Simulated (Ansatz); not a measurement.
System: CH₅S₂Si, charge 0, multiplicity 2. It need not be the lowest isomer of its formula. 
Coordinates optimised at B3LYP-D3(BJ)/def2-TZVP (Ansatz, a quantum-chemistry and plane-wave program):
SMILES: C[Si](S)S
```xyz
9

C     -2.0606    -0.3335     0.1833
Si    -0.2925    -0.3118    -0.4540
S      0.8758    -1.2865     1.0686
S      0.4404     1.6826    -0.8570
H     -2.7285     0.1128    -0.5538
H     -2.1336     0.2429     1.1091
H     -2.3863    -1.3564     0.3797
H      2.0601    -1.0039     0.5004
H      0.5876     2.0338     0.4356
```
Charge 0, spin multiplicity 2.

Dipole moments at this geometry, in debye (magnitudes).

| level | program | dipole (D) |
|---|---|---|
| SVWN5/def2-TZVPD | Ansatz | 0.95 |
| PBE/def2-TZVPD | Ansatz | 0.91 |
| revPBE/def2-TZVPD | Ansatz | … |
| r2SCAN/def2-TZVPD | Ansatz | 0.89 |
| B97M-V/def2-TZVPD | Ansatz | 0.85 |
| BHLYP/def2-TZVPD | Ansatz | 0.83 |
| r2SCANh/def2-TZVPD | Ansatz | 0.88 |
| CAM-B3LYP/def2-TZVPD | Ansatz | 0.85 |
| CCSD(T)/aug-cc-pV(D+d)Z | Ansatz | … |

Q: Complete the blanks.

A: 
- revPBE/def2-TZVPD, dipole (D): 0.90
- CCSD(T)/aug-cc-pV(D+d)Z, dipole (D): 0.81
